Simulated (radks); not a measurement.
Species: Ho II. Configuration: [Xe] 4f11 6s1.

Calculated with a radial shooting solver on a logarithmic mesh with Libxc functionals: Dirac Kohn-Sham, revPBE, spin-unpolarised, spherical densities, point nucleus; open shells are shared between the two j in proportion to 2j + 1.

Energy parts (hartree):
| part | energy |
|---|---|
| total | -12628.5405 |
| kinetic | 13898.0126 |
| electron-nucleus | -31179.7095 |
| Hartree | 4925.1296 |
| exchange-correlation | -271.9732 |

Orbitals (lengths in bohr, moments of r in powers of bohr):
orbital,occ.,eigenvalue (hartree),<r^2>,small-component weight
1s1/2,2,-2037.565,0.0005880,6.28e-02
2s1/2,2,-340.8197,0.009108,1.40e-02
2p1/2,2,-324.3457,0.006582,1.40e-02
2p3/2,4,-292.8540,0.007804,1.29e-02
3s1/2,2,-76.30251,0.06026,4.49e-03
3p1/2,2,-69.10567,0.05587,4.43e-03
3p3/2,4,-62.52733,0.06277,4.11e-03
3d3/2,4,-50.21132,0.04960,3.99e-03
3d5/2,6,-48.77419,0.05152,3.90e-03
4s1/2,2,-15.26271,0.3040,1.44e-03
4p1/2,2,-12.40633,0.3182,1.35e-03
4p3/2,4,-10.93198,0.3564,1.24e-03
4d3/2,4,-6.23532,0.4047,1.06e-03
4d5/2,6,-5.96785,0.4198,1.03e-03
5s1/2,2,-2.08806,1.840,2.90e-04
5p1/2,2,-1.32103,2.371,2.26e-04
5p3/2,4,-1.13690,2.742,1.96e-04
4f5/2,4.71429,-0.37219,0.9677,6.04e-04
4f7/2,6.28571,-0.33627,1.027,5.88e-04
6s1/2,1,-0.32417,15.42,3.47e-05
5d3/2,0,-0.25100,9.229,6.35e-05
5d5/2,0,-0.24102,9.869,5.92e-05
6p1/2,0,-0.20817,24.68,2.13e-05
6p3/2,0,-0.19416,27.62,1.94e-05

The highest occupied level is 6s1/2 at -8.821 eV. Summed over all electrons, <r^2> = 53.69 bohr^2, which gives a Langevin (diamagnetic) susceptibility term of -42.5 x 10^-6 cm^3/mol. The density falls to 0.001 e/bohr^3 at r = 4.41 bohr. For comparison, the ionisation energy in NIST's Atomic Spectra Database is 11.78 eV (semi-empirical). In exact Kohn-Sham theory the highest level is minus the ionisation energy, but local and semilocal functionals leave it too shallow, through self-interaction and a potential that decays too fast; potentials with the right tail come closer.

Beside tabulated values, note that spin-unpolarised runs miss the spin-polarisation part of the exchange energy of open shells.
